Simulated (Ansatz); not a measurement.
BCl3H2Si, SMILES `B[Si](Cl)(Cl)Cl`, relaxed with RKS PBE-D4/def2-SVP in Ansatz from a rough embedded geometry. The force threshold is 0.03 eV/Å; the program also tests the step.

The species carries charge 0 and has multiplicity 1.

Start:

```xyz
7

B     0.637    0.415   -0.998
Si   -0.337   -0.229    0.573
Cl   -1.745    1.204    1.262
Cl    1.062   -0.678    2.045
Cl   -1.336   -2.017    0.083
H     0.301    1.526   -1.424
H     1.418   -0.220   -1.541
```

(1) By how much does the energy fall, and how many steps does the optimiser take? (Best estimate.)

(2) Which bonds change most? (An estimate is asked.)

(3) Give the relaxed structure. (Estimate.)

Results:

(1) The calculation gave: 0.16 eV, in 12 steps, 1 of them rejected.

(2) Computed: B1–H7 from 1.144 to 1.213 Å; Si2–Cl3 from 2.124 to 2.070 Å; Si2–Cl5 from 2.105 to 2.070 Å; B1–Si2 from 1.957 to 1.991 Å.

(3) Computed: 
```xyz
7

B     0.610    0.443   -1.022
Si   -0.468   -0.249    0.503
Cl   -1.918    1.016    1.265
Cl    1.112   -0.387    1.868
Cl   -1.324   -2.119    0.262
H     0.807    1.635   -1.122
H     1.181   -0.338   -1.753
```
